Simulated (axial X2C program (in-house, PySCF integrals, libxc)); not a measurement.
Levels of GeSe⁻ by electron attachment to GeSe (EOM-EA-CCSD)

Computed with an axial X2C code built on PySCF integrals: two-component X2C with atomic mean-field Coulomb and Gaunt terms, Gaussian nuclei, basis Se dyall-acv3z, Ge dyall-acv3z with contracted cores.

R = 2.136 Å (near the PBE0 minimum at charge 0 of the determinant lowest at the starting distance; the state shown can have its own minimum elsewhere).

Hartree–Fock spinors of GeSe (one of each Kramers pair; a window near the gap, which can cut inner shells):

| ω | occupied | ε (eV) | character |
| --- | --- | --- | --- |
| 1/2 | yes | -24.64 | 60% Se s, 14% Ge s, 12% Ge p |
| 1/2 | yes | -16.12 | 46% Ge s, 30% Se p, 12% Se s |
| 1/2 | yes | -10.08 | 43% Se p, 37% Ge p, 11% Ge s |
| 1/2 | yes | -9.71 | 64% Se p, 23% Ge p, 6% Ge d |
| 3/2 | yes | -9.48 | 67% Se p, 21% Ge p, 7% Ge d |
| 1/2 | no | 0.14 | 60% Ge p, 14% Ge d, 12% Se d |
| 3/2 | no | 0.22 | 60% Ge p, 14% Ge d, 12% Se d |
| 1/2 | no | 0.89 | 76% Ge p, 20% Ge s |
| 1/2 | no | 1.07 | 67% Ge s, 16% Ge p, 8% Se p |
| 1/2 | no | 1.27 | 90% Ge p, 4% Se p, 4% Se d |
| 3/2 | no | 1.28 | 88% Ge p, 5% Se p, 4% Se d |

Levels of GeSe⁻ obtained by attaching an electron to GeSe:

| Ω | binding energy (eV) | above lowest (cm⁻¹) | attached spinor | one-particle weight |
| --- | --- | --- | --- | --- |
| 1/2 | 0.484 | 0 | 58% Ge pπ, 14% Se dπ, 13% Ge dπ | 0.94 |
| 3/2 | 0.377 | 865 | 57% Ge pπ, 14% Ge dπ, 13% Se dπ | 0.95 |
| 1/2 | -0.725 | 9747 | 73% Ge pσ, 20% Ge sσ | 0.99 |
| 1/2 | -0.815 | 10479 | 64% Ge sσ, 15% Ge pσ, 8% Se pσ | 0.98 |
| 1/2 | -1.084 | 12646 | 92% Ge pπ | 0.99 |
| 3/2 | -1.094 | 12722 | 92% Ge pπ | 0.99 |
| 1/2 | -1.981 | 19883 | 75% Se pσ, 8% Se dσ, 8% Ge dσ | 0.99 |

Question: What is the splitting of the first π pair in the table, and is it regular or inverted?

Answer: E(3/2) − E(1/2) = 865 − 0 = 865 cm⁻¹ at EOM-EA-CCSD: regular, Ω = 1/2 lower. Splittings at this level can be off by ten to twenty per cent.

Negative binding energies belong to unbound states, resonances or levels that the basis set holds; within some tenths of an eV of zero the sign is not settled.

This point took 49 s on 1 thread of Intel(R) Xeon(R) Platinum 8488C (Sapphire Rapids), on a shared host.

Reference electrons by ω block (each with its −ω partner): 1/2: 22, 3/2: 9, 5/2: 2. 10 electrons of GeSe correlated (inner shells frozen), 92 natural virtual spinors (a truncated set); levels can be off by some tenths of an eV. Roots sought by Ω: (1/2: 5, 3/2: 4, 5/2: 2, 7/2: 1); rows need 60 % one-particle weight and stop where some Ω has no more roots. Missing are any skipped roots, higher Ω and states of a further excitation; these come out far too high here and may in truth be low or lowest. T1 of the reference 0.026 (Lee–Taylor). Number of frozen shells: Se 3 s, 2 p, 1 d; Ge 3 s, 2 p, 1 d. Large amplitudes in the reference (orbital relaxation or multireference character) lower the reliability.
